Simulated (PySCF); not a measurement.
Gas-phase reaction: 2 H₂Se + 2 SiH₃ → 2 SiSe + 5 H₂

Computed with PySCF (xtb for GFN2) and rigid-rotor harmonic-oscillator thermochemistry at 1 bar. † marks an energy on the PBE0/def2-TZVP geometry and frequencies; other levels use their own. 6-31G* has spherical d functions here. Open shells (unrestricted): SiH₃ (multiplicity 2); the rest are closed-shell singlets. GFN2 has no spin-polarisation term. B3LYP is the form with VWN-RPA correlation. Se: all electrons, no relativistic terms.

| level | ΔH°(298 K), kJ |
|---|---|
| B3LYP/6-31G* | (withheld) |
| BLYP/def2-TZVP† | -163 |
| GFN2-xTB | -26 |
| HF/6-31G* | 25 |
| M06-2X/def2-TZVP† | (withheld) |
| PBE/def2-SVP | -75 |
| PBE0/def2-QZVP† | -58 |
| PBE0/def2-SVP† | -29 |
| r2SCAN/def2-TZVP† | (withheld) |
| ωB97X-V/def2-TZVP† | (withheld) |

Complete the blanks.


- B3LYP/6-31G*, ΔH°(298 K), kJ: -129
- M06-2X/def2-TZVP†, ΔH°(298 K), kJ: -137
- r2SCAN/def2-TZVP†, ΔH°(298 K), kJ: -76
- ωB97X-V/def2-TZVP†, ΔH°(298 K), kJ: -57
